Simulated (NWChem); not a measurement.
System: CH$_{5}$FOSi; SMILES CO[SiH2]F

The following NWChem deck was run.

```
start job
memory heap 200 mb stack 900 mb global 1100 mb
geometry units angstroms noautoz
  Si    -0.525586     0.656405    -0.047376
  F      0.824307     1.554795     0.020545
  O     -0.239527    -0.862635     0.510652
  C      0.525403    -1.852339    -0.125659
  H     -0.929814     0.621775    -1.480368
  H     -1.534104     1.259019     0.852077
  H      1.605512    -1.677757     0.015719
  H      0.274971    -2.829663     0.313025
  H      0.322216    -1.901929    -1.211255
end
basis spherical
  * library def2-tzvp
end
dft
  xc xctpssh
  iterations 150
  mulliken
end
task dft energy
```

The geometry was optimised at PBE0/def2-SVP.

Question: Give the results of this calculation. (TPSSh/def2-TZVP.) Quantities: energy (Ha); highest occupied level (eV); orbital gap (eV); dipole (D).

Answer: 
| Quantity | Value |
|---|---|
| energy (Ha) | -505.89 |
| highest occupied level (eV) | -7.90 |
| orbital gap (eV) | 8.29 |
| dipole (D) | 1.57 |
